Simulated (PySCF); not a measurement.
4-pyridine carbaldehyde, C6H5NO.
Structure used (PBE0-D3(BJ)/def2-SVP), in Å, numbered top down from 1:
```
atom  x, y, z in Å
O1     2.8435    0.9392    0.0689
C2     2.1632   -0.0464   -0.0445
C3     0.6777   -0.0353   -0.0414
C4    -0.0468   -1.2221   -0.1512
C5    -1.4401   -1.1514   -0.1357
N6    -2.1096   -0.0085   -0.0246
C7    -1.4122    1.1231    0.0778
C8    -0.0215    1.1684    0.0762
H9     2.6224   -1.0615   -0.1592
H10    0.4641   -2.1846   -0.2446
H11   -2.0408   -2.0646   -0.2165
H12   -1.9948    2.0471    0.1664
H13    0.5302    2.1070    0.1624
```

Theory: PySCF 2.14.0, density-fitted response routines, TDDFT PBE0/def2-SVPD, vertical, gas phase, core orbitals frozen in the response.

Ground-to-excited transition dipoles (e·a0, same axes as the geometry; the sign carries no meaning), for the states with f of 0.002 or more among the lowest 10:

| state | E (hartree) | μx | μy | μz |
| --- | --- | --- | --- | --- |
| S3 | 0.1732 | 0.017 | 0.628 | 0.059 |
| S5 | 0.2083 | 1.172 | 0.093 | 0.008 |
| S9 | 0.2481 | -1.499 | -0.215 | -0.016 |
| S10 | 0.2517 | 0.670 | -0.466 | -0.043 |

Work out the oscillator strengths.

f = (2/3) ΔE |μ|² with ΔE in hartree (27.2114 eV).

| state | \|μ\|² (au) | \|μ\| (D) | f |
| --- | --- | --- | --- |
| S3 | 0.398 | 1.60 | 0.046 |
| S5 | 1.382 | 2.99 | 0.192 |
| S9 | 2.293 | 3.85 | 0.379 |
| S10 | 0.667 | 2.08 | 0.112 |

All atoms lie in one plane. Which transitions are polarised in it and which across it?

In the plane: S3, S5, S9 and S10. No state is polarised perpendicular to it. 

What angle do the transition dipoles of S3 and S5 make?

|cos θ| = |μa·μb| / (|μa| |μb|) = 0.11, so θ ≈ 84° (taken between 0 and 90°, since the signs are arbitrary).

What peak molar absorption coefficient would the strongest computed level give as a lone Gaussian band 0.4 eV wide at half height?

ε(max) = 2.175×10⁸ f / FWHM, with the width in cm⁻¹. S9: 2.175×10⁸ × 0.3793 / 3226 ≈ 26000 L mol⁻¹ cm⁻¹.

The vertical ionisation energy (ΔSCF) is 9.73 eV, 2.88 eV above S10.

The run took 4.4 min of wall time on one thread of an x86-64 server, on a shared host.

One conformer stands for the species.
